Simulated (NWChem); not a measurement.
# CH5ClSi; SMILES C[SiH2]Cl

All runs: NWChem. Pople sets run with spherical d functions. All runs use the structure optimised with PBE-D3(BJ)/def2-SVP.

For level LDA (Slater exchange, VWN5)/6-31G*:

```yaml
orbital gap (eV): 6.62
```

What are these values for level RPBE/6-31G*?


- orbital gap (eV): 6.83
